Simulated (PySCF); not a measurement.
Does the structure fit the spectrum?

A compound C6H9ClSi gives the data below (simulated from a calculation) and was assigned the structure `C=C1C[C@@H]1[C@]1(Cl)C[SiH2]1`.

¹³C{¹H} NMR (computed): δ 92.7 (C), 85.4 (C), 34.0 (CH2, 2C), 21.3 (CH), 4.8 (CH3).

¹H NMR (600 MHz, computed): δ 5.89 (m, 1H), 3.18 (m, 1H), 2.28 (m, 2H), 1.99 (s, 3H), 1.92 (m, 2H).

PySCF 2.14 calculation with GFN2-xTB geometry and shieldings: GIAO PBE0/pcSseg-1; gas phase, a single conformation, non-relativistic, rapidly exchanging positions averaged.

Referencing at the same level of theory: TMS for ¹H (σref 31.72) and ¹³C (σref 186.93).

(1) Compare with the shifts computed for the proposed structure, pairing carbons in order of shift.

(2) Which isomer fits?

Results:

(1) Mapped SMILES: `[CH2:1]=[C:2]1[CH2:3][C@@H:4]1[C@:5]1([Cl:6])[CH2:7][SiH2:8]1` (H(Xn): hydrogen on atom n).

```
atom  computed for proposal  given list  difference
  C2                  144.6        92.7       +51.9
  C1                  111.6        85.4       +26.2
  C5                   51.3        34.0       +17.3
  C4                   27.6        34.0        -6.4
  C3                   11.9        21.3        -9.4
  C7                    9.6         4.8        +4.8
```

The rms difference is 25.3 ppm and the largest +51.9 ppm at C2 (fully substituted alkene carbon). The proposal also would give 6 carbon signals, not 5. The carbon types in order of shift don't match either: C, CH2, C, CH, CH2, CH2 for the proposal against C, C, CH2, CH2, CH, CH3 in the data. The proposal doesn't fit.

(2) `C(#CC)[C@H]1C[Si@H](Cl)C1`.

- Carbon types of the structure: 2 × C, 1 × CH, 2 × CH2, 1 × CH3, leaving 1 H on heteroatoms.
- δC 92.7, 85.4: alkyne carbon; sp carbons lie upfield of alkene carbons because the cylindrical π system leaves one tensor component strongly shielded.
- δC 21.3: propargylic sp3 CH; saturated and bonded to C and H only.
- δC 4.8: propargylic methyl carbon; a saturated carbon with 1 carbon neighbour and no heteroatom attached.
- δH 5.89: hydrogen on a silicon bonded to 2 C, Cl, in a 4-membered ring.

The data come from this structure; uniqueness wasn't tested.

Shifts are as computed. Against solution values, carbons near 30 ppm lie about +3 ppm off and those near 130 ppm about +5 ppm. Of 1309 compounds with measured shifts, 239 miss one by over three times the rms of a fit or turn the order of signals round; such compounds aren't used in these exercises. No couplings were computed; multiplicities are counted from neighbouring protons, with m where these are inequivalent, close in shift, in a saturated or five-membered ring or joined by F or P, and br s for small geminal =CH2 splittings.
